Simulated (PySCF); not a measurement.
Broadened absorption spectrum of C2H11GeNSi

Species: C2H11GeNSi.
Bonds: C1–N2, N2–Si3, Si3–C4, C4–Ge5. Hydrogens: H6, H7, H8 on C1; H9 on N2; H10, H11 on Si3; H12, H13 on C4; H14, H15, H16 on Ge5.

Computed with PySCF 2.14.0, density-fitted response routines, TDDFT CAM-B3LYP/def2-SVPD, vertical, gas phase, core orbitals frozen in the response. Geometry: PBE0-D3(BJ)/def2-SVP, one conformer, isolated molecule. Relativistic effects, spin–orbit coupling among them, are left out although an element past zinc is present. Torsions of this conformer, `[CH3:1][NH:2][SiH2:3][CH2:4][GeH3:5]`: C1–N2–Si3–C4 172°, N2–Si3–C4–Ge5 58°.

Computed states:

| state | E (eV) | f |
| --- | --- | --- |
| S1 | 5.98 | 0.0033 |
| S2 | 6.59 | 0.0036 |
| S3 | 7.08 | 0.020 |
| S4 | 7.19 | 0.038 |
| S5 | 7.44 | 0.0056 |
| S6 | 7.78 | 0.015 |
| S7 | 7.87 | 0.024 |
| S8 | 7.95 | 0.0072 |
| S9 | 8.12 | 0.220 |
| S10 | 8.19 | 0.044 |

Each state is given a Gaussian of 0.25 eV full width at half maximum, with ε(max) = 2.175×10⁸ f / Δν̃ (Δν̃ the width in cm⁻¹). The cross-section is σ = 3.8235×10⁻²¹ ε cm², given in Mb (10⁻¹⁸ cm²). The width is an assumption, not a result. The curve ends short of the highest state used, and states not computed would add to its high-energy end.

(1) Give the broadened spectrum and its maxima.

(2) On this curve, what absorbance would a 10⁻⁴ mol/L sample give at 193 nm over a 1 cm path?

(3) Coming from long wavelengths, where does ε first pass 100 L mol⁻¹ cm⁻¹?

## Answers

(1) 
| λ (nm) | σ (Mb) |
| --- | --- |
| 163.4 | 2.51 |
| 165.9 | 2.79 |
| 168.4 | 6.34 |
| 170.9 | 15.89 |
| 173.4 | 21.52 |
| 176.0 | 14.07 |
| 178.5 | 4.90 |
| 181.0 | 0.97 |
| 183.5 | 0.52 |
| 186.0 | 1.15 |
| 188.5 | 1.45 |
| 191.1 | 0.91 |
| 193.6 | 0.31 |
| 196.1 | 0.07 |
| 198.6 | 0.07 |
| 201.1 | 0.29 |
| 203.6 | 0.78 |
| 206.2 | 1.28 |
| 208.7 | 1.27 |
| 211.2 | 0.81 |
| 213.7 | 0.34 |
| 216.2 | 0.10 |
| 218.8 | 0.02 |
| 221.3 | 0.00 |

Maxima: 207 nm (5.98 eV), ε about 350, made up of S1 (100%); 188 nm (6.59 eV), ε about 380, made up of S2 (100%); 173 nm (7.16 eV), ε about 5600, made up of S3 (30%) and S4 (70%) (ε in L mol⁻¹ cm⁻¹; maxima over ε = 5, shares over 10%). At its high-energy end, 7.59 eV, the curve is still rising (ε about 670, from S5, S6 and S7).

(2) 193 nm is 6.424 eV, where ε is about 110 L mol⁻¹ cm⁻¹, so A = ε c l ≈ 0.011 (Beer–Lambert, with the gas-phase spectrum and the assumed width).

(3) At about 213 nm (5.81 eV), 0.17 eV below S1.

All these states lie below the vertical ionisation energy of 8.83 eV (ΔSCF).

Without π bonds the low states are Rydberg-like; a valence basis with one diffuse set may place them up to an eV too high.
